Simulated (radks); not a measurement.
Results of a calculation; reference values are marked as such.
Ionisation of the fluorine ion F7+, [He], to 1s1 as the strength of local exchange is varied. Code: a radial shooting solver on a logarithmic mesh with Libxc functionals. Model: scalar-relativistic Kohn-Sham, Slater X-alpha exchange (alpha = 2/3 is LDA exchange), no correlation, spin-polarised, spherical densities, point nucleus.

alpha  E(F7+) (hartree)  exchange (hartree)  IE (eV)  -e of the level emptied (eV)  <r> of it (bohr)
0.601         -74.34837            -4.14658   937.16                   884.61 (1s)            0.1756
0.667         -74.80452            -4.61768   943.11                   892.44 (1s)            0.1750
0.78          -75.58913            -5.43149   953.35                   905.94 (1s)            0.1739
0.891         -76.36428            -6.23978   963.47                   919.30 (1s)            0.1729
0.997         -77.10864            -7.01989   973.19                   932.15 (1s)            0.1719
1.011         -77.20725            -7.12353   974.48                   933.86 (1s)            0.1717

NIST Atomic Spectra Database: 953.90 eV (theoretical). The Delta-SCF value meets it near alpha = 0.79.
